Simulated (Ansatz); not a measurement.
Molecule: C$_{2}$H$_{10}$N$_{2}$Si, net charge 0, singlet state. SMILES: C[Si](C)(N)N
Structure (B3LYP-D3(BJ)/def2-TZVP (Ansatz, a quantum-chemistry and plane-wave program) minimum search):
```
Si
N 1 1.7232
H 2 1.0068 1 121.33
H 2 1.0076 3 111.68 1 153.04
N 1 1.7232 2 105.71 3 -155.67
H 5 1.0068 1 121.33 2 -155.67
H 5 1.0076 6 111.68 1 153.04
C 1 1.8762 2 116.01 3 88.02
H 8 1.0921 1 111.16 2 56.78
H 8 1.0924 9 107.87 1 121.52
H 8 1.0936 9 107.89 10 115.76
C 1 1.8762 2 105.35 3 -32.33
H 12 1.0921 1 111.16 2 -59.73
H 12 1.0924 13 107.87 1 121.52
H 12 1.0936 13 107.89 14 115.76
```

Wanted: atomisation energy (electronic, to ground-state atoms); the coupled-cluster value holds the core correlation from cc-pwCVTZ, in eV. Cores are frozen in the correlated levels unless marked. Open shells are spin-unrestricted. Spin-orbit coupling is left out. Non-relativistic. CBS(X,Y): correlation extrapolated as X^-3; Hartree-Fock from the larger set.

Level to compare with: CCSD(T)/CBS(cc-pV(T+d)Z,cc-pV(Q+d)Z) plus the core term (Ansatz), 57.78 eV. It is a level with limits of its own, and the differences hold the functionals' basis error too.

Q: Rank these functionals by how close they come to CCSD(T)/CBS(cc-pV(T+d)Z,cc-pV(Q+d)Z), closest first: wB97M-V/def2-TZVPD (Ansatz); PBE0/def2-TZVPD (Ansatz); r2SCAN0/def2-TZVPD (Ansatz).

A: wB97M-V/def2-TZVPD (range-separated hybrid meta-GGA with VV10, 57.73 eV, difference -0.05), PBE0/def2-TZVPD (global hybrid, 57.18 eV, difference -0.60), r2SCAN0/def2-TZVPD (hybrid meta-GGA, 56.62 eV, difference -1.16)
